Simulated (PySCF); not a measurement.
Computed shifts of a molecule C3H10OSi2, PBE/pcSseg-1 run with PySCF, GIAO, gas phase, atoms alike by connectivity averaged where their shifts nearly agree, in ppm (number of nuclei): ¹³C: 62.9 (1), 3.2 (1), -5.2 (1). ²⁹Si: 29.8 (1), -35.6 (1). ¹H: 5.57 (1), 4.96 (1), 4.73 (1), 4.60 (1), 4.19 (1), 0.88 (3), 0.79 (1), 0.62 (1). References: ¹³C against TMS (σ = 182.0 ppm); ²⁹Si against TMS (σ = 335.4 ppm); ¹⁷O against H2O (σ = 334.3 ppm); ¹H against TMS (σ = 31.49 ppm), references at their B3LYP-D3(BJ)/def2-TZVP geometries, non-relativistic. Geometry optimised at PBE-D3(BJ)/def2-SVP. Other conformers were not sampled.

Problem. Which molecule gave these data?
A) C[Si@@H]1C[SiH2]CO1
B) C[C@@H]1O[SiH2][C@@H]1[SiH3]
C) C[C@H]1CO[SiH2][SiH2]1
D) O[C@H]1C[Si@@H]([SiH3])C1

Solution. A, C[Si@@H]1C[SiH2]CO1
